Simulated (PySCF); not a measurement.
H4O, SMILES [OH4+2], charge +2.

Geometry: r2SCAN-D4/def2-TZVPD.

Two levels are set side by side: PBE/def2-TZVPD (PySCF) and PBE0/def2-TZVPD (PySCF). Same geometry, gas phase. Differences are taken from unrounded values.

| quantity | PBE0 | PBE | PBE minus PBE0 |
|---|---|---|---|
| orbital gap (eV) | 19.97 | 16.81 | -3.17 |
| highest occupied level (eV) | -35.74 | -33.79 | 1.95 |
| lowest empty level (eV) | -15.76 | -16.98 | -1.22 |
| mean polarisability (bohr³) | 6.1 | 6.2 | 0.1 |

Without exact exchange PBE keeps part of each electron's self-repulsion, which lifts occupied levels and narrows the gap. Differences between two approximate levels are no errors against the true value.

Rough cost on one machine, each run with all the roots and properties that it gave: PBE0 against PBE within a factor of 2.
